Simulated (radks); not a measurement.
Spherical jellium clusters: N electrons in a uniform positive sphere of charge N and radius rs N^(1/3), rs = 4.27 bohr. Method: non-relativistic Kohn-Sham, PBE, spin-polarised, spherical densities; computed with a radial shooting solver with Libxc functionals. Levels are named by radial order and angular momentum (1s, 1p, 1d, 2s, ...), and open shells are averaged over m.

N = 6, configuration 1s2 1p(up 3, down 1). This is the lowest configuration that the search found. Occupied and some empty levels:

| level | occupation | eigenvalue (eV) | <r> (bohr) |
|---|---|---|---|
| 1s up | 1 | -4.2090 | 5.398 |
| 1s down | 1 | -3.8739 | 5.121 |
| 1p up | 3 | -2.9993 | 6.489 |
| 1p down | 1 | -2.5360 | 6.481 |
| 1d up | 0 | -1.5295 | 7.672 |
| 1d down | 0 | -1.0730 | 7.936 |
| 2s up | 0 | -1.0576 | 8.408 |
| 2s down | 0 | -0.89494 | 8.499 |

Energy (eV): total -10.3031, kinetic 9.4855, external -147.78, Hartree 72.402, exchange-correlation -20.161, background 75.752.

Electron density:

| r (bohr) | n(r) (e/bohr^3) |
|---|---|
| 0.257 | 0.002675 |
| 0.904 | 0.002791 |
| 1.55 | 0.003012 |
| 2.20 | 0.003288 |
| 2.84 | 0.003553 |
| 3.49 | 0.003724 |
| 4.13 | 0.003730 |
| 4.78 | 0.003524 |
| 5.43 | 0.003110 |
| 6.07 | 0.002541 |
| 6.72 | 0.001908 |
| 7.37 | 0.001313 |
| 8.01 | 0.0008285 |
| 8.66 | 0.0004888 |
| 9.31 | 0.0002767 |
| 9.95 | 0.0001528 |
| 10.6 | 0.00008297 |
| 11.2 | 0.00004450 |
| 11.9 | 0.00002388 |
| 12.5 | 0.00001259 |
